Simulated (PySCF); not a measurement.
# Unknowns

Calculated, not measured (PySCF 2.14): J couplings at B3LYP/pcJ-1 (spin–dipole term left out of most H,H and C,H couplings), NMR shieldings at PBE0/pcSseg-1/GIAO, PBE0-D3(BJ)/def2-SVP structure. No solvent model, equivalent nuclei averaged, a single conformation, non-relativistic Hamiltonian.

Referencing at the same level of theory: 1H (σref 31.27) and 13C (σref 184.41) against TMS. Multiplet labels drop J under 1 Hz and among equivalent protons, and merge close values. Unscaled 3J(H,H) run several per cent high. Carbons bonded to boron are broad in practice. Shifts are as computed. Against solution values, carbons near 30 ppm lie about +2 ppm off and those near 130 ppm about +5 ppm. Of 1313 compounds with measured shifts, 239 miss one by over three times the rms of a fit or turn the order of signals round; such compounds aren't used in these exercises. OH and NH positions are gas-phase values without hydrogen bonding to other molecules.

Task: C5H9BO2. 1H NMR (300 MHz, computed): δ 6.35 (q, J = 2.7 Hz, 1H), 4.21 (br s, 2H), 1.33 (m, 1H), 1.18 (m, 1H), 1.15 (m, 3H), 0.53 (m, 1H). 13C{1H} NMR (computed): δ 157.7 (C), 119.7 (CH), 19.5 (CH3), 10.7 (CH), 9.3 (CH2). Identify the compound.

Result: SMILES C1[C@@H](C)/C1=C/B(O)O. 5 carbon signals for 5 carbons: no two carbons are equivalent. Carbon types of the structure: 1 × C, 2 × CH, 1 × CH2, 1 × CH3, leaving 2 H on heteroatoms. δC 157.7: fully substituted alkene carbon; as expected for a trigonal carbon in a double bond. δC 119.7: alkene CH; an sp2 carbon of a C=C bond. δC 10.7, 9.3: three-membered-ring carbon; carbons of three-membered rings are unusually shielded. δH 1.33, 1.18, 0.53: hydrogen on a three-membered-ring carbon; cyclopropane-type protons are shielded by the ring.

The data come from this structure; uniqueness wasn't tested.

Task: C5H9BO2. 1H NMR (500 MHz, computed): δ 5.67 (q, J = 2.4 Hz, 1H), 3.55 (br s, 2H), 1.50 (d of quint of d, J = 11.7, 7.1, 2.9 Hz, 1H), 1.26 (td, J = 11.7, 2.2 Hz, 1H), 1.23 (d, J = 7.1 Hz, 3H), 0.64 (ddd, J = 11.7, 7.0, 2.2 Hz, 1H). 13C{1H} NMR (computed): δ 169.7, 114.7, 18.9, 14.3, 11.7. Identify the compound.

Result: `C[C@@H]1C/C1=C/B(O)O`. 5 carbon signals for 5 carbons: no two carbons are equivalent. Carbon types of the structure: 1 × C, 2 × CH, 1 × CH2, 1 × CH3, leaving 2 H on heteroatoms. δC 169.7: fully substituted alkene carbon. δC 114.7: alkene CH; the olefinic region. δC 18.9: methyl carbon; a saturated carbon with 1 carbon neighbour and no heteroatom attached. δC 14.3, 11.7: three-membered-ring carbon; carbons of three-membered rings are unusually shielded. The protons at 1.50 and 1.26 share a coupling of 11.7 Hz (vicinal). The protons at 0.64 and 1.26 share a coupling of 11.7 Hz (geminal). The protons at 1.23 and 1.50 share a coupling of 7.1 Hz (vicinal). The protons at 1.50 and 0.64 share a coupling of 7.0 Hz (vicinal).

The data come from this structure; uniqueness wasn't tested.
